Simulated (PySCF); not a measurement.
CHOS, SMILES [OH+]=C=S, charge +1. The structure is a stationary point at B3LYP-D3(BJ)/def2-TZVP. The isomer is the one that the SMILES or the coordinates give; other isomers of the formula were not compared.

Calculation: B3LYP-D3(BJ)/def2-TZVP run with PySCF.

Harmonic wavenumbers (cm⁻¹): 444, 481, 922, 1022, 1928, 3556. Rotational constants (GHz): 787.0, 5.766, 5.724; symmetry number 1.

Task: Work out the zero-point energy and the ideal-gas rigid-rotor harmonic-oscillator thermochemistry at 298.15 K and 1 atm.

Result: ZPE = ½ Σ hcν = ½ × 8353 cm⁻¹ = 49.96 kJ/mol. H − E(el) = 61.43 kJ/mol. Entropy in J/(mol K): translation 160.03, rotation 83.90, vibration 7.26, total 251.20. G − E(el) = -13.46 kJ/mol. Cp = 47.93 J/(mol K).
